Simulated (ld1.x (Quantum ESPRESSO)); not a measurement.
## What one change does to a pseudopotential (B, TM)

- Element: boron
- Generator: ld1.x (Quantum ESPRESSO) 7.5
- Type: norm-conserving Troullier–Martins (Kleinman–Bylander form)
- Functional: LDA (PZ)
- Relativity: scalar-relativistic
- Frozen core: [He]
- Valence charge: 3
- Reference configuration: 2s1.75 2p1.25
- Partial waves: 2p (bound): rc 2.45 bohr; 3d channel at 0.45 Ry: rc 2.20 bohr; 2s (bound): rc 1.70 bohr
- Local potential: the s channel
- Core correction: none

All-electron outer shells of the reference configuration (LDA (PZ), scalar-relativistic, ld1.x):

```
shell  level (eV)  outermost node (bohr)  outermost maximum (bohr)
   1s     -178.93                      –                      0.21
   2s       -9.51                   0.46                      1.52
   2p       -3.84                      –                      1.55
```

Change: wave 2s (bound): rc 1.70 bohr becomes 2s (bound): rc 2.26 bohr.

Cutoffs: the cutoffs (Ry, on a coarse ladder) from which the occupation-weighted sum of valence levels, in a spherical-Bessel basis at the reference potential, stays within 10 and 1 mRy of its value at 400 Ry; they do not see the model core or the augmentation charge, which bear on the density cutoff. Errors are all-electron minus pseudo energies relative to the spin-unpolarised reference configuration.

Problem. What does the change do?

Solution. The potential gets softer (18 Ry and 40 Ry → 15 Ry and 21 Ry); of the 9 tests that both files solve, the error grows in 3 and shrinks in 0 by more than 15 % and 0.3 meV (median size 3.7 → 5.4 meV); the range in which the d phases agree narrows (upper end at the end of the scan → 1.1); neither file shows a bound ghost. A larger radius leaves more room for a smooth pseudo-wave, so fewer plane waves are needed. More of the atom is replaced by a form fitted at one configuration, so other configurations suffer.

| quantity | base | changed |
| --- | --- | --- |
| cutoff, loose | 18 Ry | 15 Ry |
| cutoff, tight | 40 Ry | 21 Ry |
| loose cutoff by channel (10 mRy a level) | p 15 Ry, s 15 Ry | p 15 Ry, s 6 Ry |
| bound ghosts | none | none |
| error for 2s2 2p1, meV [ΔE -1.42 eV] | 0.0 | -0.1 |
| error for 2s2 2p0, meV [ΔE 6.91 eV] | +57 | +77 |
| error for 2s1 2p0, meV [ΔE 32.21 eV] | +213 | +224 |
| error for 2s1 2p2, meV [ΔE 4.27 eV] | +0.2 | 0.0 |
| error for 2s0 2p3, meV [ΔE 9.98 eV] | +3.7 | +5.3 |
| error for 2s2 2p1.3, meV [ΔE -2.19 eV] | -0.5 | -0.4 |
| error for 2s1 2p1, meV [ΔE 12.86 eV] | -3.1 | -5.4 |
| error for 2s1.75 2p1.25 (spin-polarised), meV [ΔE -0.56 eV] | +52 | +52 |
| error for 2s2 2p1 (spin-polarised), meV [ΔE -1.65 eV] | +21 | +21 |
| s: phases at 2.64 bohr within 0.05 rad from the reference energy up to (Ry; the scan ends near 5) | 1.6 | 1.1 |
| p: phases at 2.64 bohr within 0.05 rad from the reference energy up to (Ry; the scan ends near 5) | 1.6 | 2.0 |
| d: phases at 2.64 bohr within 0.05 rad from the reference energy up to (Ry; the scan ends near 5) | to the end of the scan | 1.1 |
